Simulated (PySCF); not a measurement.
## Electron correlation in Au (gold, neutral)

Starting occupation: [Xe] 4f14 5d9 6s1 7s1, 5d3/2 with m_j = -3/2, -1/2, +1/2, +3/2, 5d5/2 with m_j = -3/2, -1/2, +1/2, +3/2, +5/2, 6s1/2 with m_j = +1/2, 7s1/2 with m_j = +1/2. All numbers are calculated (PySCF 2.14, X2C-1e with screened-nucleus spin-orbit coupling, Gaussian nucleus, in x2c-TZVPall-2c with one added diffuse shell each of s, p, d type (12s12p11d2f, 117 functions)). Frozen: [Kr] 4d10 4f14; 19 electrons correlated; the 34 highest virtual spinors left out.

MP2 pair energies summed by pair of shells (mhartree):

```csv
pair,energy,share (%)
5d3/2-5d5/2,-95.63,24.9
5d5/2-5d5/2,-52.19,13.6
5d5/2-5p3/2,-39.14,10.2
5d3/2-5d3/2,-31.87,8.3
5d3/2-5p3/2,-30.15,7.8
5d5/2-6s1/2,-24.14,6.3
5d3/2-6s1/2,-16.57,4.3
5p3/2-5p3/2,-13.91,3.6
5d5/2-5p1/2,-12.88,3.3
5p1/2-5p3/2,-12.01,3.1
5d3/2-5p1/2,-10.47,2.7
5p3/2-5s1/2,-8.95,2.3
5d5/2-5s1/2,-7.85,2.0
5d3/2-5s1/2,-6.44,1.7
5p3/2-6s1/2,-5.80,1.5
5p1/2-5s1/2,-4.09,1.1
5p1/2-5p1/2,-2.86,0.7
5s1/2-5s1/2,-2.42,0.6
5d5/2-7s1/2,-1.87,0.5
6s1/2-7s1/2,-1.63,0.4
5p1/2-6s1/2,-1.47,0.4
5d3/2-7s1/2,-1.33,0.3
5s1/2-6s1/2,-0.51,0.1
5p3/2-7s1/2,-0.35,0.1
5p1/2-7s1/2,-0.09,0.0
5s1/2-7s1/2,-0.03,0.0
```

Total MP2 correlation energy: -384.66 mhartree.

This basis was not built for core-valence correlation, so the inner-shell part is incomplete.
